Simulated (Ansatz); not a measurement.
`[NH2][In][OH]`, charge 0, multiplicity 2.

(1) Give a relaxed structure at PBE0-D4/def2-TZVP (Ansatz). (Best estimate.)

## Answers

(1) Computed: 
```xyz
6

N     0.4713    0.0020   -1.3677
In   -0.1265   -0.8823    0.4044
O    -1.0365    0.4441    1.6082
H     1.1434   -0.5505   -1.8879
H     0.8931    0.9107   -1.1964
H    -1.3448    0.0759    2.4395
```
